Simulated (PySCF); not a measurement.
The vertical singlet excitations below were computed for one of the candidates. Method: TDDFT B3LYP/def2-SVPD, vertical, gas phase, core orbitals frozen in the response in PySCF 2.14.0, density-fitted response routines. Geometries: PBE0-D3(BJ)/def2-SVP, one conformer each.

```json
{"state": "S1", "λ (nm)": "232.7", "f": "0.0015"}
{"state": "S2", "λ (nm)": "201.5", "f": "0.0005"}
{"state": "S3", "λ (nm)": "193.7", "f": "0.061"}
{"state": "S4", "λ (nm)": "191.2", "f": "0.252"}
{"state": "S5", "λ (nm)": "185.1", "f": "0.164"}
{"state": "S6", "λ (nm)": "182.4", "f": "0.049"}
{"state": "S7", "λ (nm)": "181.4", "f": "0.0065"}
{"state": "S8", "λ (nm)": "178.8", "f": "0.011"}
{"state": "S9", "λ (nm)": "176.9", "f": "0.012"}
{"state": "S10", "λ (nm)": "175.6", "f": "0.0039"}
```

Triplets computed (Tamm–Dancoff): 4.25, 4.29, 5.33, 5.93 eV.

Task: Which structure fits? All have the formula C7H11FSi.
A. `C=C[C@@H](F)[SiH]1CC=CC1`
B. `CC(C)C1=C[SiH2]C(F)=C1`
C. `C=C[Si@@H]1CC=C(CF)C1`

Result: C. Its S1 lies at 5.33 eV; the nearest of the others has S1 at 5.97 eV. S1 is HOMO→LUMO (99%). Löwdin shares by element: HOMO carbon 77% or more (atoms not listed hold the other 23%); LUMO carbon 68% or more, silicon 8%, hydrogen 5% or more (atoms not listed hold the other 19%). At the same level the other candidates give, for their lowest levels:
- `CC(C)C1=C[SiH2]C(F)=C1`: 299 nm (f 0.043); 223 nm (f 0.000); 220 nm (f 0.006); 213 nm (f 0.000); 205 nm (f 0.065); T1 2.64 eV; HOMO -6.35, LUMO -1.63 eV
- `C=C[C@@H](F)[SiH]1CC=CC1`: 208 nm (f 0.060); 199 nm (f 0.014); 195 nm (f 0.005); 192 nm (f 0.084); 189 nm (f 0.114); T1 4.27 eV; HOMO -6.86, LUMO -0.30 eV
